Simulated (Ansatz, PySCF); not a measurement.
In(Cl)(Br)(OH) (BrClHInO), SMILES [Br][In]([OH])[Cl].

Geometry optimised at B3LYP-D3(BJ)/def2-SVP. The structure was generated by enumeration; whether it is a known compound was not checked. The def2 effective core potentials stand for the cores of In; spin–orbit coupling is left out. The values are those of a single conformer.

Vertical ionisation energy (IE) and electron affinity (EA) in eV. Rows of orbital energies are one-electron estimates. Where ΔSCF, EOM or ADC give a negative EA the extra electron is unbound and the value depends on the basis.

```tsv
level	IE	EA
−ε(HOMO), −ε(LUMO), M06-2X/def2-TZVP (PySCF)	10.03	2.04
−ε(HOMO), −ε(LUMO), PBE/def2-TZVP (PySCF)	[?]	[?]
ΔSCF, CAM-B3LYP/def2-SVPD (Ansatz), final states of multiplicity 2 and 2	11.25	1.41
ΔSCF, PBE/def2-SVPD (Ansatz), final states of multiplicity 2 and 2	10.40	1.44
```

Question: Some entries are withheld; supply them. (An estimate is asked for; the answer gives what the named calculation found.)

Answer: 
- −ε(HOMO), −ε(LUMO), PBE/def2-TZVP (PySCF), IE: 7.47
- −ε(HOMO), −ε(LUMO), PBE/def2-TZVP (PySCF), EA: 3.74

Question: What vertical singlet–triplet gap does ΔSCF give with CAM-B3LYP/def2-SVPD (Ansatz, a quantum-chemistry and plane-wave program) and with PBE/def2-SVPD (Ansatz)? (Estimate from the structure and the level; the computed values follow.)

Answer: 4.55 and 3.76 eV (triplet above singlet where positive).
